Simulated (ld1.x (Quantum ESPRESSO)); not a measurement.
platinum (Pt): RRKJ pseudisation with LDA (PZ), scalar-relativistic reference atom.

Pt (Z = 78), norm-conserving RRKJ (Kleinman–Bylander form), made with ld1.x (Quantum ESPRESSO) 7.5 (LDA (PZ), scalar-relativistic). Core [Kr] 4d10 4f14 5s2, reference 5p6 5d8 6s0 6p0 (charge +2). Waves: 5p (bound): rc 1.70 bohr; 5d (bound): rc 1.75 bohr; 6s (bound, empty): rc 2.25 bohr. Local part: the s channel. Core correction: none.

Calculated quality:

| Property | Result |
| --- | --- |
| Cutoffs needed | 45 Ry and 70 Ry (the cutoffs (Ry, on a coarse ladder) from which the occupation-weighted sum of valence levels, in a spherical-Bessel basis at the reference potential, stays within 10 and 1 mRy of its value at 400 Ry) |
| Ghost test | no extra level below or beside the all-electron valence levels (p, d, s, f tested) (spherical-Bessel basis up to 400 Ry, 20 bohr box) |
| Largest excitation error | -262 meV (all-electron minus pseudo) for 5p5 5d9 6s1 6p0, out of 7 test configurations |

Generation and tests took about 2.6 s on one core of a shared server CPU.
